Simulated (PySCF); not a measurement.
# Reading the logs of faulty runs: B2CH7Si

These are calculations, not measurements. They come from PySCF 2.14.0, an open-source quantum chemistry program, on an isolated molecule that a program drew, which may never have been made. The molecule is B2CH7Si (charge 0, doublet), drawn as the SMILES string `[BH]BC[SiH3]`.

Each row is a Hartree-Fock (HF) and frozen-core CCSD(T) single point in the cc-pV(D+d)Z basis, meant for a local HF minimum. Run 1 is clean. Each other run has one planted mistake out of seven kinds, and not every kind appears here: one electron removed, one electron added, multiplicity raised by two, geometry at a saddle point, minimal basis STO-3G, one bond length entered in bohr, all coordinates scaled. The reference is restricted for singlets and unrestricted otherwise, and also for a bond in bohr. Adding or removing an electron swaps singlet and doublet. Electrons count all cores. HOMO and LUMO are orbital energies over both spins, the gradient is its largest component, and the lowest frequency (negative if imaginary) is given only where the gradient is small. Bond lengths are over the 10 bonds as drawn. T1 is the CCSD diagnostic: over 0.02 (restricted) or 0.045 (unrestricted) a single reference is doubtful.

Geometry of the clean run:
```xyz
11
B2CH7Si, angstrom
B    -0.6201    1.6532   -2.3003
B    -0.7421    1.6614   -0.6922
C    -1.1832    0.4506    0.2281
Si    0.2727   -0.3808    1.1005
H    -0.5249    1.6919   -3.4791
H    -0.4297    2.7055   -0.1695
H    -1.7230   -0.3349   -0.3104
H    -1.8375    0.8129    1.0301
H     1.0308    0.5983    1.9160
H     1.2012   -0.9889    0.1161
H    -0.2205   -1.4556    1.9963
```

| run | electrons | basis functions | <S^2> | HOMO (eV) | LUMO (eV) | gradient (hartree/bohr) | lowest frequency (cm^-1) | mean bond (Å) | longest bond (Å) | T1 | HF (hartree) | CCSD(T) (hartree) | mistake |
|---|---|---|---|---|---|---|---|---|---|---|---|---|---|
| 1 | 37 | 100 | 0.758 | -8.48 | 1.43 | 2.6e-05 | 67 | 1.4119 | 1.890 | 0.0154 | -380.17509 | -380.64289 | no fault |
| 2 | 37 | 100 | 1.463 | -8.55 | 1.20 | 1.7e-02 | - | 1.5093 | 2.069 | 0.0582 | -380.05157 | -380.51687 | one bond length entered in bohr |
| 3 | 37 | 31 | 0.757 | -6.57 | 5.86 | 2.5e-02 | - | 1.4119 | 1.890 | 0.0143 | -375.73441 | -375.94854 | minimal basis STO-3G |
| 4 | 36 | 100 | 0.000 | -16.44 | -6.52 | 6.9e-02 | - | 1.4119 | 1.890 | 0.0195 | -379.90017 | -380.35284 | ? |
| 5 | 38 | 100 | 0.000 | -0.46 | 7.67 | 5.4e-02 | - | 1.4119 | 1.890 | 0.0167 | -380.15406 | -380.66565 | ? |

**Which mistake was planted in run 4, and what did it cost?**

It counts 36 electrons, one fewer than the clean run, at the same geometry and basis. So the mistake is: one electron removed. Subtracting run 1 and multiplying by 627.51 kcal/mol a hartree, the energy moved by 172.5 kcal/mol in HF and 182.0 kcal/mol in CCSD(T).

**Which mistake was planted in run 5, and what did it cost?**

It counts 38 electrons, one more than the clean run, at the same geometry and basis. So the mistake is: one electron added. Subtracting run 1 and multiplying by 627.51 kcal/mol a hartree, the energy moved by 13.2 kcal/mol in HF and -14.3 kcal/mol in CCSD(T).

Cautions from the logs. Run 2: T1 is over the limit, so its CCSD(T) energy is less reliable.
